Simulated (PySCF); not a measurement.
Sb(Me)3 (C₃H₉Sb), SMILES [Sb]([CH3])([CH3])[CH3]. Coordinates come from a B3LYP-D3(BJ)/def2-SVP optimisation. The isomer is the one that the SMILES or the coordinates give; other isomers of the formula were not compared. The def2 effective core potentials stand for the cores of Sb; spin–orbit coupling is left out.

Calculation: B3LYP-D3(BJ)/def2-SVP in PySCF.

Harmonic wavenumbers (cm⁻¹): 108, 117, 118, 170, 170, 186, 498, 502, 502, 694, 721, 721, 818, 819, 824, 1210, 1210, 1230, 1428, 1434, 1434, 1440, 1440, 1449, 3035, 3037, 3037, 3145, 3145, 3145, 3147, 3147, 3147. Rotational constants (GHz): 3.649, 3.649, 2.935; symmetry number 3.

Work out the zero-point energy and the ideal-gas rigid-rotor harmonic-oscillator thermochemistry at 298.15 K and 1 atm.

ZPE = ½ Σ hcν = ½ × 47228 cm⁻¹ = 67.52 kcal/mol. H − E(el) = 73.16 kcal/mol. Entropy in cal/(mol K): translation 41.24, rotation 24.33, vibration 20.36, total 85.93. G − E(el) = 47.54 kcal/mol. Cp = 28.54 cal/(mol K). Modes under 150 cm⁻¹ make the vibrational entropy uncertain.
